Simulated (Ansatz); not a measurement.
Input file for Ansatz (a program for electronic structure): R-CCSD(T)/aug-cc-pVDZ on GeH4 (SMILES [GeH4]) with ghost functions, monomers drawn apart or pushed together. The run froze 14 orbitals, filled d shells among them.

Ansatz 0.2 input:
```yaml
crystal:
  periodic: [false, false, false]
  atoms:
    - {symbol: Ge, position_ang: [-0.08122596, 0.05494754, 3.22166521]}
    - {symbol: H, position_ang: [0.53024349, 1.36481718, 2.70456664]}
    - {symbol: H, position_ang: [-0.17696156, 0.10597948, 4.75424441]}
    - {symbol: H, position_ang: [0.80727070, -1.12556428, 2.80474583]}
    - {symbol: H, position_ang: [-1.48574825, -0.12523432, 2.62849419]}
basis:
  gaussian:
    orbitals: aug-cc-pVDZ
    ghost_atoms:
      - {symbol: C, position_ang: [0.10154463, -0.06870056, -0.20314418]}
      - {symbol: H, position_ang: [-0.57459387, -0.84581333, 0.15010535]}
      - {symbol: H, position_ang: [0.16497005, -0.10926554, -1.28954688]}
      - {symbol: H, position_ang: [-0.27483586, 0.90662026, 0.10205640]}
      - {symbol: H, position_ang: [1.09077818, -0.22655384, 0.22404995]}
magnetization: {spin_polarized: false}
correlation: {method: ccsd_t, electrons: outside_noble_gas}
scf: {lower_state_search: off}
```

The log:

```
WARN ansatz: RAYON_NUM_THREADS=1 ignored (pool sized by the plan → 1); use --threads N
Functional definition: HF
these checks for a lower state are left out or cut short: stability, starts, cluster_reference, orbital_swaps, neighbouring_geometries, increment
integrals: 0.27 GiB planned
1199 factors; integrals over basis functions are off by at most 9.9e-4 eV
mean field: 0.36 GiB planned
mean field evaluation 1: about -56535.0673 eV, gradient 9.0e0 eV
mean field evaluation 2: about -56535.0699 eV, gradient 9.0e0 eV
mean field evaluation 4: about -56535.5819 eV, gradient 2.8e-1 eV
mean field evaluation 8: about -56535.5827 eV, gradient 4.6e-4 eV
mean field -56535.58266303 eV, -2077.6443416720 hartree, gradient 2.3e-6 eV, S^2 0.000000; 0 other end points of the search recorded, 0 dependent functions left out
14 core orbitals not correlated
reference -56535.58266303 eV, -2077.6443416720 hartree; 4, 4 occupied and 113, 113 virtual orbitals, 1199 factors
second order -3.21808395 eV of doubles, -0.00000000 eV of singles
coupled cluster: 0.65 GiB planned
cycle   1  -3.83087438 eV  change   -6.1e-1 eV  update   5.6e-2
cycle   2  -4.04840145 eV  change   -2.2e-1 eV  update   1.9e-2
cycle   3  -4.05329163 eV  change   -4.9e-3 eV  update   4.0e-3
cycle   4  -4.05243063 eV  change    8.6e-4 eV  update   1.3e-3
cycle   5  -4.05221408 eV  change    2.2e-4 eV  update   3.9e-4
cycle   6  -4.05216435 eV  change    5.0e-5 eV  update   9.6e-5
cycle   7  -4.05216224 eV  change    2.1e-6 eV  update   2.8e-5
cycle   8  -4.05216751 eV  change   -5.3e-6 eV  update   7.5e-6
perturbative correction -0.07713500 eV, -0.0028346591 hartree
Total energy: -56539.71196554 eV, -2077.7960907403 hartree
Checks for a lower state left out: stability, starts, cluster_reference, orbital_swaps, neighbouring_geometries, increment
```

Self-consistency was reached.

Cost: roughly 8 core-seconds.
